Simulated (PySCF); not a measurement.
A geometry optimisation, step by step.

Compound: ZrBrF3 (singlet state).
Bonds: Zr1–Br2, Zr1–F3, Zr1–F4, Zr1–F5.

Method: PBE0-D3(BJ)/def2-SVP geometry optimisation, gas phase, def2 core potentials past Kr in PySCF; density fitting, grid level 1; the optimiser is geomeTRIC in internal coordinates, started from a GFN2-xTB structure with every atom displaced at random (about 0.03 Å). The frame can shift and turn from step to step; on so coarse a grid that alone can change the energy by a few meV, and forces under 0.02 eV/Å are noise.

Step 0: E = -79454.8515 eV, largest atomic force 6.918 eV/Å
```
atom  x, y, z in Å  |  force x, y, z in eV/Å
Zr1     0.061   -0.075   -0.211   -5.726   1.671   2.337
Br2    -0.011   -0.030    2.228    0.088  -0.064   0.977
F3      1.721    0.002   -0.701    6.580   0.090  -2.134
F4     -0.798    1.554   -0.667   -0.030   0.042  -0.320
F5     -0.898   -1.562   -0.710   -0.911  -1.739  -0.860
```

Step 1: E = -79455.4110 eV, largest atomic force 1.190 eV/Å
```
atom  x, y, z in Å  |  force x, y, z in eV/Å
Zr1     0.015   -0.046   -0.171    0.464  -0.088  -0.101
Br2    -0.018   -0.031    2.341    0.018  -0.028  -0.337
F3      1.855   -0.002   -0.764   -1.152  -0.124   0.273
F4     -0.831    1.571   -0.709    0.203  -0.498   0.019
F5     -0.946   -1.602   -0.759    0.467   0.737   0.146
```

Step 2: E = -79455.4660 eV, largest atomic force 0.594 eV/Å
```
atom  x, y, z in Å  |  force x, y, z in eV/Å
Zr1     0.014   -0.039   -0.154    0.580  -0.109   0.069
Br2    -0.016   -0.033    2.336    0.005  -0.018   0.054
F3      1.824   -0.022   -0.762   -0.527  -0.073   0.109
F4     -0.820    1.547   -0.723   -0.107   0.131  -0.157
F5     -0.928   -1.563   -0.760    0.049   0.069  -0.076
```

Step 3: E = -79455.4808 eV, largest atomic force 0.254 eV/Å
```
atom  x, y, z in Å  |  force x, y, z in eV/Å
Zr1     0.019   -0.032   -0.135   -0.064   0.202   0.140
Br2    -0.013   -0.037    2.359    0.004  -0.013   0.055
F3      1.797   -0.048   -0.760    0.095  -0.033  -0.053
F4     -0.815    1.546   -0.753    0.017  -0.038  -0.040
F5     -0.913   -1.540   -0.774   -0.052  -0.117  -0.102
```

Step 4: E = -79455.4836 eV, largest atomic force 0.135 eV/Å
```
atom  x, y, z in Å  |  force x, y, z in eV/Å
Zr1     0.017   -0.026   -0.125   -0.105   0.006   0.086
Br2    -0.020   -0.039    2.372   -0.004  -0.007   0.017
F3      1.793   -0.057   -0.754    0.109  -0.009  -0.034
F4     -0.809    1.545   -0.767   -0.007   0.023  -0.033
F5     -0.907   -1.533   -0.788    0.006  -0.014  -0.036
```

Step 5: E = -79455.4853 eV, largest atomic force 0.039 eV/Å
```
atom  x, y, z in Å  |  force x, y, z in eV/Å
Zr1     0.015   -0.021   -0.117   -0.026  -0.023  -0.017
Br2    -0.037   -0.046    2.383   -0.016  -0.003  -0.007
F3      1.795   -0.063   -0.738    0.017   0.009   0.019
F4     -0.802    1.546   -0.782    0.005  -0.001   0.006
F5     -0.896   -1.526   -0.807    0.020   0.018  -0.001
```

Step 6: E = -79455.4865 eV, largest atomic force 0.091 eV/Å
```
atom  x, y, z in Å  |  force x, y, z in eV/Å
Zr1     0.013   -0.019   -0.112    0.042  -0.047  -0.066
Br2    -0.068   -0.057    2.388   -0.028  -0.004  -0.023
F3      1.803   -0.061   -0.713   -0.039   0.018   0.048
F4     -0.794    1.547   -0.793    0.001   0.000   0.024
F5     -0.879   -1.521   -0.832    0.024   0.032   0.017
```

Step 7: E = -79455.4436 eV, largest atomic force 0.943 eV/Å
```
atom  x, y, z in Å  |  force x, y, z in eV/Å
Zr1    -0.010    0.006   -0.072    0.776  -0.243  -0.478
Br2    -0.482   -0.213    2.388   -0.005   0.010  -0.180
F3      1.872   -0.027   -0.373   -0.606   0.098   0.207
F4     -0.678    1.571   -0.894   -0.080   0.002   0.211
F5     -0.627   -1.449   -1.111   -0.085   0.132   0.241
```

Step 8: E = -79455.4801 eV, largest atomic force 0.524 eV/Å
```
atom  x, y, z in Å  |  force x, y, z in eV/Å
Zr1     0.004   -0.006   -0.092    0.411  -0.134  -0.296
Br2    -0.274   -0.134    2.397   -0.016  -0.012  -0.136
F3      1.847   -0.039   -0.543   -0.312   0.059   0.151
F4     -0.741    1.558   -0.845   -0.024   0.001   0.103
F5     -0.761   -1.490   -0.979   -0.059   0.086   0.178
```

Step 9: E = -79455.4894 eV, largest atomic force 0.380 eV/Å
```
atom  x, y, z in Å  |  force x, y, z in eV/Å
Zr1     0.010   -0.011   -0.103    0.298  -0.094  -0.217
Br2    -0.237   -0.118    2.386   -0.024  -0.015  -0.079
F3      1.846   -0.038   -0.572   -0.243   0.032   0.113
F4     -0.751    1.557   -0.832   -0.015  -0.004   0.067
F5     -0.794   -1.501   -0.942   -0.016   0.082   0.117
```

Step 10: E = -79455.4920 eV, largest atomic force 0.052 eV/Å
```
atom  x, y, z in Å  |  force x, y, z in eV/Å
Zr1     0.020   -0.017   -0.120    0.021   0.026   0.016
Br2    -0.166   -0.088    2.370   -0.032  -0.008   0.002
F3      1.837   -0.044   -0.627    0.014   0.002   0.013
F4     -0.769    1.553   -0.811   -0.004   0.013   0.011
F5     -0.848   -1.513   -0.874    0.001  -0.032  -0.041
```

Step 11: E = -79455.4922 eV, largest atomic force 0.035 eV/Å
```
atom  x, y, z in Å  |  force x, y, z in eV/Å
Zr1     0.019   -0.018   -0.120    0.012   0.003  -0.004
Br2    -0.165   -0.085    2.370   -0.033  -0.012  -0.001
F3      1.837   -0.045   -0.625    0.003   0.003   0.014
F4     -0.770    1.553   -0.808    0.001   0.003   0.010
F5     -0.847   -1.515   -0.879    0.017   0.003  -0.020
```

Step 12: E = -79455.4923 eV, largest atomic force 0.042 eV/Å
```
atom  x, y, z in Å  |  force x, y, z in eV/Å
Zr1     0.017   -0.021   -0.121    0.013  -0.002  -0.003
Br2    -0.162   -0.078    2.371   -0.037  -0.019  -0.007
F3      1.836   -0.048   -0.623    0.002   0.006   0.011
F4     -0.771    1.553   -0.803    0.004   0.000   0.003
F5     -0.845   -1.517   -0.885    0.019   0.015  -0.004
```

Step 13: E = -79455.4922 eV, largest atomic force 0.043 eV/Å
```
atom  x, y, z in Å  |  force x, y, z in eV/Å
Zr1     0.017   -0.021   -0.121    0.017   0.007  -0.001
Br2    -0.162   -0.077    2.371   -0.038  -0.021  -0.003
F3      1.836   -0.049   -0.623    0.005   0.007   0.009
F4     -0.772    1.553   -0.802    0.004   0.001   0.001
F5     -0.845   -1.517   -0.886    0.012   0.006  -0.006
```

Question: Summarise the path.

Answer: The energy falls by 61.82 kJ/mol from step 0 to step 13; nine tenths of that is first reached at step 2. It rises by more than 0.2 meV at step 7. The largest force goes from 6.918 to 0.043 eV/Å. Among the bonds Zr1–F3 changes most, from 1.732 to 1.887 Å; the atoms move by 0.115 Å rms after alignment.

Question: Follow the three bonds and two angles with the largest change from start to end.

Answer: 
| step | E above end (kJ/mol) | largest force (eV/Å) | Zr1–F3 (Å) | Zr1–Br2 (Å) | Zr1–F5 (Å) | F3–Zr1–F5 (°) | Br2–Zr1–F4 (°) |
| --- | --- | --- | --- | --- | --- | --- | --- |
| 0 | 61.82 | 6.918 | 1.732 | 2.440 | 1.839 | 117.3 | 102.2 |
| 1 | 7.84 | 1.190 | 1.933 | 2.513 | 1.921 | 113.6 | 105.8 |
| 2 | 2.53 | 0.594 | 1.909 | 2.490 | 1.892 | 112.1 | 107.2 |
| 3 | 1.11 | 0.254 | 1.885 | 2.494 | 1.884 | 110.3 | 108.9 |
| 4 | 0.83 | 0.135 | 1.884 | 2.498 | 1.888 | 109.3 | 109.8 |
| 5 | 0.67 | 0.039 | 1.887 | 2.500 | 1.889 | 108.5 | 110.6 |
| 6 | 0.55 | 0.091 | 1.888 | 2.502 | 1.889 | 108.0 | 111.1 |
| 7 | 4.70 | 0.943 | 1.906 | 2.515 | 1.892 | 102.8 | 115.5 |
| 8 | 1.17 | 0.524 | 1.897 | 2.508 | 1.890 | 105.5 | 113.2 |
| 9 | 0.27 | 0.380 | 1.896 | 2.503 | 1.890 | 106.9 | 112.3 |
| 10 | 0.03 | 0.052 | 1.887 | 2.498 | 1.886 | 108.9 | 110.9 |
| 11 | 0.00 | 0.035 | 1.887 | 2.498 | 1.888 | 108.9 | 110.8 |
| 12 | 0.00 | 0.042 | 1.887 | 2.498 | 1.889 | 108.7 | 110.5 |
| 13 | 0.00 | 0.043 | 1.887 | 2.498 | 1.888 | 108.7 | 110.4 |

What follows is the cost of the whole optimisation. Hardware: one thread of an Arm Neoverse V1, shared host with 32 logical CPUs at a one-minute load of 29. Cost: 83 s, 0.43 GiB resident at most.
